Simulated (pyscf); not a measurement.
Structures and frequencies: ωB97X-D3(BJ)/def2-SVP in PySCF. MP2 and CC: frozen core, UHF for open shells. ΔMP2 is the change of the MP2 total energy from the triple- to the quadruple-zeta basis.

SMILES: [GaH2][SiH2]O
```xyz
8

O      0.0086    -1.0073    -1.1584
Si     0.5178    -0.1048     0.1642
Ga    -0.7224     1.9386     0.1652
H      0.4269    -1.8658    -1.2808
H      0.3111    -0.8636     1.4427
H      1.9932     0.1638     0.0950
H     -0.4838     3.0020     1.3010
H     -1.7826     2.2702    -0.9434
```

What is the homolytic dissociation enthalpy (298 K, CCSD(T)/def2-TZVPP + ΔMP2(QZVPP)) of the Ga–Si bond of HO–SiH₂–GaH₂, to HO–SiH₂• + GaH₂•?

Ga–Si to HO–SiH₂• + GaH₂•: 69.6 kcal/mol. The radicals are drawn with the spin at the cut bond; how far it spreads was not checked. HO–SiH₂–GaH₂ lies 19.6 kcal/mol over its isomer H₃Si–O–GaH₂, and others may lie lower still (electronic energy, ωB97M-D3(BJ)). Other isomers of HO–SiH₂• were not searched in full and may lie lower. The CCSD(T) − MP2 part came from Ansatz, without density fitting, on the same reference. The frozen core leaves the outer d or s,p core shells of the metals and heavy elements correlated in the MP2 and CC values, and def2-TZVPP describes them poorly, which can shift differences by a few kcal/mol. Elements up to Kr have no core potential and no relativistic terms here.
